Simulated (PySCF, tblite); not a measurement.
Isomers of C4H8N2O2Si, one GFN2-xTB conformer each. Single-point energies are computed at PBE0/pcSseg-1 (PySCF, gas phase, no added dispersion term), electronic only.

```csv
SMILES,GFN2-xTB relative energy (kJ/mol)
CO[Si@H](O)n1cccn1,0.0
C=N[C@@H]1C[Si@H](C(N)=O)O1,326.7
CCc1nc(O[SiH3])no1,139.0
```

Conformers: `[CH3:1][O:2][Si@H:3]([OH:4])[n:5]1[cH:6][cH:7][cH:8][n:9]1` with C1–O2–Si3–O4 -60°, O2–Si3–O4–H -140°, O2–Si3–N5–C6 -42°; `[CH2:1]=[N:2][C@@H:3]1[CH2:4][Si@H:5]([C:6]([NH2:7])=[O:8])[O:9]1` with C1–N2–C3–C4 115°, C4–Si5–C6–N7 -63°, Si5–C6–N7–H -178° and -6°; `[CH3:1][CH2:2][c:3]1[n:4][c:5]([O:6][SiH3:7])[n:8][o:9]1` with C1–C2–C3–N4 -103°, N4–C5–O6–Si7 0°.

Task: What does PBE0/pcSseg-1 give for the same structures?

Result: 
| SMILES | PBE0/pcSseg-1 E (Eh) | PBE0/pcSseg-1 (kJ/mol) | GFN2-xTB (kJ/mol) | point group |
| --- | --- | --- | --- | --- |
| CO[Si@H](O)n1cccn1 | -706.12112 | 0.0 | 0.0 | C1 |
| C=N[C@@H]1C[Si@H](C(N)=O)O1 | -706.04435 | 201.6 | 326.7 | C1 |
| CCc1nc(O[SiH3])no1 | -706.02870 | 242.7 | 139.0 | C1 |

Both levels put the same isomer lowest; measured from each level's own lowest isomer, the values differ by up to 125.1 kJ/mol (C=N[C@@H]1C[Si@H](C(N)=O)O1: 326.7 against 201.6). As drawn, the lowest has an N–N linkage and an O–H bond, which the highest lacks; the highest has an N–O linkage, which the lowest lacks.

Task: Which frontier levels, dipoles and rotational constants go with these structures?

Result: 
| SMILES | HOMO (eV, PBE0/pcSseg-1) | LUMO (eV) | dipole (D) | A, B, C (MHz) |
| --- | --- | --- | --- | --- |
| CO[Si@H](O)n1cccn1 | -7.25 | 0.27 | 1.70 | 3202, 923.4, 751.0 |
| C=N[C@@H]1C[Si@H](C(N)=O)O1 | -7.10 | -0.97 | 2.80 | 2676, 932.3, 782.8 |
| CCc1nc(O[SiH3])no1 | -7.61 | -0.52 | 3.37 | 3333, 760.2, 655.8 |

Task: What happens when harmonic zero-point energies from GFN2-xTB frequencies are added?

Result: 
```json
{"SMILES": "CO[Si@H](O)n1cccn1", "ZPE (kJ/mol)": "324.0", "electronic (kJ/mol)": "0.0", "with ZPE (kJ/mol)": "0.0"}
{"SMILES": "C=N[C@@H]1C[Si@H](C(N)=O)O1", "ZPE (kJ/mol)": "319.6", "electronic (kJ/mol)": "201.6", "with ZPE (kJ/mol)": "197.2"}
{"SMILES": "CCc1nc(O[SiH3])no1", "ZPE (kJ/mol)": "314.9", "electronic (kJ/mol)": "242.7", "with ZPE (kJ/mol)": "233.6"}
```

The zero-point energies span 9.1 kJ/mol. The order is unchanged.
